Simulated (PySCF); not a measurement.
CH₁₁NSi₄, SMILES [SiH3]/N=C\[SiH]([SiH3])[SiH3].

Coordinates come from a r2SCAN-D4/def2-SVP optimisation. The structure was generated by enumeration; whether it is a known compound was not checked. One conformer was computed; it need not be the lowest.

Method: SMD-PBE0/6-31G* run with PySCF.

Solvation free energies are E(SMD) − E(gas) at the gas-phase geometry, for 1 M in both phases. In vacuum the dipole moment is 1.38 D.

| solvent | ΔG(solv) (kcal/mol) | its non-electrostatic (CDS) part | dipole (D) |
|---|---|---|---|
| water | 3.7 | 6.5 | 1.95 |
| ethylethanoate | -1.5 | 0.6 | 1.81 |
| acetone | … | … | … |

Task: Fill in the missing entries. (Estimate from the structure and the level; the computed values follow.)

Result: 
- acetone, ΔG(solv) (kcal/mol): -2.0
- acetone, its non-electrostatic (CDS) part: 0.7
- acetone, dipole (D): 1.91
